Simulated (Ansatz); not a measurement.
**Four-centre ligand exchange**

Start structure (GeH₂F₄, closed shell), relaxed at PBE0-D4/def2-TZVP:

```
atom    x (Å)    y (Å)    z (Å)
 Ge1  -0.1586   1.0250   0.3347
  F2   0.9067  -0.0800   1.0459
  F3  -0.9298   0.3092  -0.9897
  F4  -1.3187   1.4971   1.4717
  F5   0.7064   2.3822  -0.1861
  H6   0.6439  -2.6135  -0.5623
  H7   0.1502  -2.5201  -1.1142
```

The step: GeF₄ ([F][Ge]([F])([F])[F]) + H₂ → GeHF₃ ([F][GeH]([F])[F]) + HF; bonds formed: Ge1–H7, F2–H6; bonds broken: Ge1–F2, H6–H7. Program: Ansatz 0.2.0. Basis: def2-TZVPP and def2-QZVPP. Cores are frozen in the correlated methods. Filled d shells of the heavier atoms are correlated. The def2 sets are not built for correlating such inner shells, so the correlated values are less sure here. Extrapolation: Hartree–Fock as exp(−7.88 √X), correlation as X^−2.97. Energies below are by CCSD(T) at an estimated basis limit (MP2 extrapolated from triple and quadruple zeta, plus CCSD(T) − MP2 in triple zeta).

Task: What are the electronic barrier and the energy of the step, from the start structure to the end structure? (To be estimated.)

Result: The calculation gives: Barrier 46.57 kcal/mol; step energy 0.86 kcal/mol (uphill); reverse barrier, their difference, 45.72 kcal/mol. Barrier and step energy count from the start structure, the reverse barrier from the end structure.

The saddle point: One imaginary mode of 1197i cm⁻¹.
```json
{"pair": "Ge1–H7", "start (Å)": "3.84", "saddle (Å)": "1.76", "end (Å)": "1.51"}
{"pair": "F2–H6", "start (Å)": "3.01", "saddle (Å)": "1.23", "end (Å)": "0.93"}
{"pair": "Ge1–F2", "start (Å)": "1.69", "saddle (Å)": "1.92", "end (Å)": "3.06"}
{"pair": "H6–H7", "start (Å)": "0.75", "saddle (Å)": "0.98", "end (Å)": "3.07"}
```

Zero-point energy (harmonic, PBE0-D4): ZPE is 13.14 kcal/mol at the start and 14.83 kcal/mol at the saddle, so the barrier goes from 46.57 to 48.27 kcal/mol.

T1 diagnostic: at most 0.014.

Labels in which every atom is bracketed show which atoms are joined, not bond orders.

For scale, one of the runs: CCSD(T)/def2-TZVPP, 200 basis functions, launched by `ansatz run in.yaml --threads 4 --pin off --events-out ev --progress --plain --max-ram 9574MiB`. The run took 2.7 min on 4 CPU threads of an Intel Xeon (shared host), with 2.9 GiB of host memory at its peak.
